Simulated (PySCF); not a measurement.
**A ladder of Hamiltonians for Ho⁴⁹⁺ (holmium, charge +49)**

Occupied: 1s1/2, 2s1/2, 2p1/2, 2p3/2, 3s1/2, 3p1/2, 3p3/2. Hartree-Fock calculated with PySCF 2.14 in an uncontracted even-tempered set (17 s from 5.6 bohr⁻², ratio 2.7; 14 p from 6.7 bohr⁻², ratio 2.7), Gaussian nucleus throughout. NR is non-relativistic, sf-X2C the spin-free one-electron X2C Hamiltonian, X2C adds the bare one-electron spin-orbit term, X2C-SNSO screens it by Boettger's factors, DC is four-component Dirac-Coulomb, and the Gaunt and Breit terms are added at first order (total energies over the DC spinors, levels after relaxing the spinors in that mean field). QED terms are absent. Levels marked empty are virtual spinors of this ion; the basis has s and p functions only, so 3d, which can lie below the n = 4 levels, is absent.

```csv
level (eV),NR,sf-X2C,X2C,X2C-SNSO
1s1/2,-55523.9,-59171.7,-59159.7,-59160.5
2s1/2,-11646.1,-12647.2,-12643.7,-12643.9
2p1/2,-11267.3,-11578.6,-12217.5,-12195.7
2p3/2,-11267.3,-11578.6,-11311.0,-11318.7
3s1/2,-4577.9,-4874.4,-4873.3,-4873.4
3p1/2,-4419.5,-4536.9,-4696.9,-4691.5
3p3/2,-4419.5,-4536.9,-4469.0,-4470.9
4s1/2 (empty),-2336.9,-2447.7,-2447.4,-2447.4
4p1/2 (empty),-2276.1,-2326.1,-2383.4,-2381.4
4p3/2 (empty),-2276.1,-2326.1,-2301.8,-2302.5
```

Question: Where do the four-component calculations put these levels?

Answer: 1s1/2: DC -59224.7, DC+Gaunt -59043.8, DC+Breit -59057.3; 2s1/2: DC -12652.4, DC+Gaunt -12632.8, DC+Breit -12634.2; 2p1/2: DC -12200.0, DC+Gaunt -12168.0, DC+Breit -12171.2; 2p3/2: DC -11325.5, DC+Gaunt -11303.4, DC+Breit -11306.6; 3s1/2: DC -4875.4, DC+Gaunt -4870.8, DC+Breit -4871.3; 3p1/2: DC -4692.6, DC+Gaunt -4684.8, DC+Breit -4685.8; 3p3/2: DC -4472.4, DC+Gaunt -4467.0, DC+Breit -4468.0; 4s1/2 (empty): DC -2448.1, DC+Gaunt -2446.4, DC+Breit -2446.6; 4p1/2 (empty): DC -2381.8, DC+Gaunt -2379.0, DC+Breit -2379.4; 4p3/2 (empty): DC -2303.0, DC+Gaunt -2301.0, DC+Breit -2301.4 (eV).

| Hamiltonian | E (hartree) | E − E(DC) (hartree) | CPU seconds |
| --- | --- | --- | --- |
| NR | -9822.6358 | 542.9508 | 0.49 |
| sf-X2C | -10351.7890 | 13.7976 | 0.36 |
| X2C | -10362.0824 | 3.5042 | 0.36 |
| X2C-SNSO | -10361.4405 | 4.1462 | 0.36 |
| DC | -10365.5866 | 0.0000 | 18 |
| DC+Gaunt | -10353.5776 | 12.0090 | 30 |
| DC+Breit | -10354.7476 | 10.8390 | 85 |

Weight of the small component: 1s1/2 0.0627, 2s1/2 0.0143, 2p1/2 0.0142, 2p3/2 0.0132, 3s1/2 0.00532, 3p1/2 0.00523, 3p3/2 0.00495, 4s1/2 0.00241, 4p1/2 0.00245, 4p3/2 0.00232.

Koopmans' value for the highest occupied level at DC+Breit: 4468.0 eV, against an ionisation energy of 4469 ± 4 eV (theoretical estimate listed by NIST; NIST Atomic Spectra Database, ionization energies); the former lacks relaxation, correlation, QED and recoil.

The whole ladder took 140 s of wall time on 1 thread of Neoverse-N1 (shared host), launched as `OMP_NUM_THREADS=1 python relrun2.py TASK.json OUT` (a driver that calls PySCF for each Hamiltonian).

Dirac-Coulomb iterations, started from the X2C spinors:

```
with_ssss True, with_gaunt False, with_breit False
light speed = 137.03599967994
init E= -10312.3926114292
cycle= 1 E= -10365.5848996795  delta_E= -53.2  |g|= 2.49  |ddm|= 0.18
cycle= 2 E= -10365.5866272078  delta_E= -0.00173  |g|= 0.0414  |ddm|= 0.0159
cycle= 3 E= -10365.5866305352  delta_E= -3.33e-06  |g|= 0.00172  |ddm|= 0.00108
cycle= 4 E= -10365.5866305416  delta_E= -6.44e-09  |g|= 8.56e-06  |ddm|= 4.36e-05
```
